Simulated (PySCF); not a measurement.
Compound: C6H11O2P.
Atom-mapped SMILES: `[O:1]=[P@@H:2]([CH2:3][OH:4])[C:5]1=[CH:6][CH2:7][CH2:8][CH2:9]1`

Probes without a nucleus sit at each ring's centroid and 1 Å off its mean plane on both sides; NICS is minus the shielding there, NICSzz its component along the normal. Level: GIAO KT2/pcSseg-1 (PySCF, non-relativistic, gas phase) on the PBE0-D3(BJ)/def2-SVP geometry, one conformer.

Ring bond lengths (Å): C5–C6 1.342, C6–C7 1.501, C7–C8 1.539, C8–C9 1.540, C9–C5 1.509.

Q: What do the NICS probes read (ppm)?

A: 
| ring | type | NICS(0) | NICS(1), two faces | NICS(1)zz, two faces | rms pucker (Å) | centre to ring atoms, mean (Å) |
| --- | --- | --- | --- | --- | --- | --- |
| C5–C6–C7–C8–C9 | 5-membered carbocycle; formal bonds 1 double, 4 single | -2.5 | -3.8 / -2.8 | -3.9 / -2.2 | 0.10 | 1.26 |

Q: What do they say, and how far can they be read as aromaticity?

A: 
- C5–C6–C7–C8–C9: mean NICS(1)zz -3.1 ppm, shielded. C7, C8, C9 have four or more neighbours, so the value isn't read as a sign of a π ring current.

Q: At the first NICS(1) probe listed for ring C5–C6–C7–C8–C9, 1 Å off the ring, what do the in-plane components average?

A: The isotropic value is a third of the trace: (3 × -3.8 − (-3.9))/2 = -3.7 ppm.

Q: How do the values depend on the level or the medium?

A: 
| level | NICS(0), C5–C6–C7–C8–C9 | mean NICS(1)zz, C5–C6–C7–C8–C9 |
| --- | --- | --- |
| KT2/pcSseg-1, gas | -2.5 | -3.1 |
| PBE0/pcSseg-1, gas | -2.2 | -2.6 |
| PBE0/pcSseg-1, IEF-PCM chloroform | -2.2 | -2.6 |

The geometry is the same throughout; the continuum's cavity takes Bondi-type radii × 1.2.
